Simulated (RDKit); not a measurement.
Relaxed torsion scan: C₁₁H₉NS, SMILES c1sc(cc1)C=Cc1ncccc1. Scanned: dihedral C2–C1–C8–N13 and dihedral C1–C2–C3–S7; all other coordinates were relaxed at GFN2-xTB. Points at φ and −φ are mirror images. Heavy atoms are numbered in the order of the SMILES C(=Cc1cccs1)c1ccccn1, hydrogens after them in the order of the atoms that carry them; the mirror image has the same energies with the sign of each dihedral reversed.

Calculation: MMFF94 // GFN2-xTB run with RDKit.

Energy in kcal/mol above the lowest grid point; x is the dihedral C2–C1–C8–N13 (°), y the dihedral C1–C2–C3–S7 (°).

| y \ x | -150 | -120 | -90 | -60 | -30 | 0 | 30 | 60 | 90 | 120 | 150 | 180 |
|---|---|---|---|---|---|---|---|---|---|---|---|---|
| 180 | 1.6 | 2.7 | 4.3 | 3.4 | 1.0 | 0.0 | 1.0 | 3.4 | 4.3 | 2.7 | 1.6 | 1.6 |
| 150 | 2.3 | 3.4 | 4.9 | 3.9 | 1.5 | 0.7 | 1.8 | 4.3 | 5.3 | 3.5 | 2.3 | 2.3 |
| 120 | 4.7 | 5.7 | 7.2 | 6.1 | 3.6 | 2.8 | 4.1 | 6.7 | 7.8 | 6.0 | 4.8 | 4.7 |
| 90 | 6.5 | 7.5 | 9.0 | 7.8 | 5.3 | 4.4 | 5.7 | 8.5 | 9.7 | 8.1 | 6.8 | 6.6 |
| 60 | 5.3 | 6.3 | 7.8 | 6.6 | 4.0 | 3.0 | 4.1 | 7.0 | 8.3 | 7.0 | 5.9 | 5.6 |
| 30 | 4.2 | 5.0 | 6.5 | 5.3 | 2.6 | 1.5 | 2.5 | 5.3 | 6.8 | 5.6 | 4.6 | 4.5 |
| 0 | 4.2 | 5.0 | 6.3 | 5.0 | 2.2 | 1.1 | 2.2 | 5.0 | 6.3 | 5.0 | 4.2 | 4.3 |
| -30 | 4.6 | 5.6 | 6.8 | 5.3 | 2.5 | 1.5 | 2.6 | 5.3 | 6.5 | 5.0 | 4.2 | 4.5 |
| -60 | 5.9 | 7.0 | 8.3 | 7.0 | 4.1 | 3.0 | 4.0 | 6.6 | 7.8 | 6.3 | 5.3 | 5.6 |
| -90 | 6.8 | 8.1 | 9.7 | 8.5 | 5.7 | 4.4 | 5.3 | 7.8 | 9.0 | 7.5 | 6.5 | 6.6 |
| -120 | 4.8 | 6.0 | 7.8 | 6.7 | 4.1 | 2.8 | 3.6 | 6.1 | 7.2 | 5.7 | 4.7 | 4.7 |
| -150 | 2.3 | 3.5 | 5.3 | 4.3 | 1.8 | 0.7 | 1.5 | 3.9 | 4.9 | 3.4 | 2.3 | 2.3 |

Points that lie below all their neighbours on the grid: x = 0, y = 180 (0.0 kcal/mol); x = 0, y = 0 (1.1 kcal/mol); x = -150, y = 180 (1.6 kcal/mol); x = 150, y = 180 (1.6 kcal/mol); x = -150, y = 30 (4.2 kcal/mol); x = 150, y = -30 (4.2 kcal/mol). The lowest path on the grid from the first to the second passes x = 0, y = -90 at 4.4 kcal/mol.
